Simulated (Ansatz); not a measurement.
Molecule: sum formula CoSOH2, charge 0, multiplicity 4. The spin state was set by rule; other spins were not relaxed. SMILES: [Co]([OH])[SH]
Geometry from a B3LYP-D3(BJ)/def2-TZVP (Ansatz, a quantum-chemistry and plane-wave program) optimisation:
```
Co
O 1 1.7689
H 2 0.9595 1 129.52
S 1 2.1771 3 165.27 2 -180.00
H 4 1.3494 1 93.87 3 0.00
```
Charge 0, spin multiplicity 4.

Parts of the frozen-core correlation energy in 6-31G (Ansatz, hartree). Frozen orbitals: 15; correlated occupied orbitals by spin: 13 and 10; virtual: 27 and 30. Open shells are spin-unrestricted. No spin-orbit coupling. Non-relativistic.

```csv
term,value
reference (HF),-1854.75246
MP2 opposite-spin,-0.20573
MP2 same-spin,…
CCSD correlation,…
(T),…
T1 diagnostic,0.122
largest doubles amplitude,0.048
<S^2> of the reference,3.761
```

Q: Complete the blanks.

A: 
- MP2 same-spin, value: -0.08711
- CCSD correlation, value: -0.31407
- (T), value: -0.00632
